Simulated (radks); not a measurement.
All-electron atom: Ga2+ in [Ar] 3d10 4p1 (not the ground configuration). Calculated with a radial shooting solver on a logarithmic mesh with Libxc functionals: Dirac Kohn-Sham, LDA (Slater exchange, Perdew-Wang correlation), spin-unpolarised, spherical densities, point nucleus; open shells are shared between the two j in proportion to 2j + 1.

Normalised radial functions P(r) = r R(r) (large component), r in bohr:

```
   r/bohr * 3p3/2, o 4p1/2 (the largest magnitude, 1.3, reaches the edge; | marks zero, & curves that meet)
 0.007147                             &
 0.009382                             o*
  0.01231                             o*
  0.01616                             o*
  0.02105                             |o*
  0.02763                             |o *
  0.03626                             |o   *
   0.0476                             | o    *
  0.06247                             |  o      *
    0.082                             |  o         *
   0.1076                             |   o         *
   0.1402                             |  o          *
    0.184                             | o      *
   0.2415                             &
    0.317                 *       o   |
    0.416       *               o     |
   0.5461  *                    o     |
    0.711    *                     o  |
   0.9333           *                 | o
    1.225                   *         |       o
    1.608                         *   |            o
    2.111                            *|              o
     2.77                             *            o
    3.607                             *       o
    4.735                             *   o
    6.215                             *o
    8.158                             &
```

3p3/2: eigenvalue -119.59 eV, 1 radial node at r = 0.241 bohr, <r> = 0.683 bohr, 90 % of the charge inside 1.05 bohr. 4p1/2: eigenvalue -19.093 eV, 2 radial nodes at r = 0.231, 0.849 bohr, <r> = 2.44 bohr, 90 % of the charge inside 3.65 bohr.
